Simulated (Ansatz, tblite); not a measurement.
Removing and adding an electron: (CuCl)2 ring (Cu₂Cl₂). Charge 0, multiplicity 1. Geometry: r2SCAN-D4/def2-SVP. Ansatz, gas phase; energy differences of separate SCF runs; the oxidised species was run as a doublet alone; the reduced species was run as a doublet alone.

```xyz
4

Cu   -0.3936    0.3278   -1.0179
Cl    1.3273   -1.1338   -0.8782
Cu    0.3935   -0.3278    1.0177
Cl   -1.3272    1.1338    0.8784
```

The xTB rows come from tblite.

(1) Estimate orbital energies and vertical ionisation energies and electron affinities at: GFN1-xTB; GFN2-xTB; PBE-D4/def2-TZVP; PBE-D4/def2-TZVPD; r2SCAN-D4/def2-TZVP; r2SCAN-D4/def2-TZVPD; PBE0-D4/def2-TZVP; PBE0-D4/def2-TZVPD.

Results:

(1) 
```tsv
level	−HOMO (eV)	vertical IE (eV)	−LUMO (eV)	vertical EA (eV)	HOMO–LUMO gap (eV)	IE − EA (eV)	remarks
GFN1-xTB	11.66	14.20	7.67	4.93	3.99	9.27	–
GFN2-xTB	10.50	13.87	4.31	2.25	6.20	11.62	–
PBE-D4/def2-TZVP	5.52	8.93	2.94	–	2.58	–	–
PBE-D4/def2-TZVPD	5.59	–	3.03	0.97	2.56	–	HOMO above zero (-1 doublet)
r2SCAN-D4/def2-TZVP	5.59	8.92	2.61	–	2.97	–	–
r2SCAN-D4/def2-TZVPD	5.64	–	2.69	0.89	2.95	–	HOMO above zero (-1 doublet)
PBE0-D4/def2-TZVP	7.17	9.24	1.94	–	5.23	–	–
PBE0-D4/def2-TZVPD	7.22	–	2.04	0.67	5.18	–	HOMO above zero (-1 doublet)
```

   A HOMO above zero means that the electron is unbound at that level or that self-interaction error raises the level; the energy of removing that electron tells which. Raw xTB energy differences between charge states are shifted by several eV; the methods need an empirical correction for them.
